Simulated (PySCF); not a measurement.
Molecule: CH8NSi (charge +1, singlet). It need not be the lowest isomer of its formula. 
Coordinates optimised at B3LYP-D3(BJ)/def2-TZVP (Ansatz):
```
N
H 1 1.0226
H 1 1.0226 2 105.19
C 1 1.5094 2 108.99 3 116.74
H 4 1.0868 1 109.43 2 -57.15
H 4 1.0868 5 110.10 1 -119.27
H 4 1.0868 5 110.10 6 -121.46
Si 1 1.8883 2 109.43 3 -117.46
H 8 1.4676 1 102.66 2 177.56
H 8 1.4676 9 115.02 1 -110.65
H 8 1.4681 9 115.26 10 -137.80
```
Charge +1, spin multiplicity 1.

Dispersion corrections to the total energy (kcal/mol) from the dftd3 and dftd4 libraries through PySCF: D3(BJ) without and D4 with the three-body term, each with the damping fitted for the functional named.

| functional | D3(BJ) | D4 |
|---|---|---|
| PBE0 | -3.90 | -2.77 |
| BHLYP | -6.10 | … |
| HF | -36.92 | … |
| TPSSh | -5.22 | -4.09 |
| B2PLYP | -3.60 | … |
| CAM-B3LYP | -3.43 | -2.77 |
| revPBE | -11.86 | -11.38 |

Some entries are withheld; supply them.


- BHLYP, D4: -3.84
- HF, D4: -12.81
- B2PLYP, D4: -2.31
